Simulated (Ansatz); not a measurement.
Reaction (homolysis of the B–Ge bond): `[BH2][GeH2][Cl]` → `[BH2]`• + `[Cl][GeH2]`•

Program: Ansatz. Geometries: PBE0-D4/def2-TZVP. ΔE: electronic, gas phase. CCSD(T)/CBS adds triple-zeta CCSD(T) − MP2 to the extrapolated MP2 energy (def2 sets, frozen cores). This one scheme is used for every species. Functionals use def2-TZVPP. Open shells (•) are unrestricted, without spin–orbit coupling. For Ge outer-core shells are correlated without core-valence functions, which leaves a few kJ/mol of doubt a bond. Scalar relativity is left out up to krypton.

`[BH2][GeH2][Cl]`:

Cartesian coordinates in Å:
```
B 0.240 -0.474 -1.172
Ge -0.250 0.182 0.712
Cl 1.018 1.835 1.314
H -0.372 -1.386 -1.640
H 1.116 0.034 -1.800
H -1.693 0.711 0.799
H -0.059 -0.902 1.787
```

`[BH2]`•:

```xyz
3

B     0.171   -0.291   -0.034
H     0.840    0.666    0.200
H    -1.010   -0.375   -0.166
```

`[Cl][GeH2]`•:

Z-matrix (Å, degrees):
```
Ge
Cl 1 2.156
H 1 1.546 2 106.8
H 1 1.546 2 106.8 3 -120.4
```

CCSD(T)/CBS gives +364.8 kJ/mol.

Q: Another level gave +348.1 kJ/mol. Which?
A. r2SCAN0-D4/def2-TZVPP
B. CCSD/def2-TZVPP
C. B2PLYP/def2-TZVPP
D. ωB97M-V/def2-TZVPP

A: B. CCSD/def2-TZVPP 348.1, r2SCAN0-D4 333.6, B2PLYP 342.2, ωB97M-V 356.0 kJ/mol.

Largest T1 diagnostic among the species: 0.012.

In def2-TZVPP, CCSD(T) changes the Hartree–Fock value by +96.8 kJ/mol (the triples alone add +6.0 kJ/mol) and MP2 by +98.2 kJ/mol; breaking electron pairs costs correlation energy, which Hartree–Fock lacks. From BLYP to BHLYP (50 % exact exchange), in def2-TZVPP and without D4, ΔE moves by +12.4 kJ/mol.
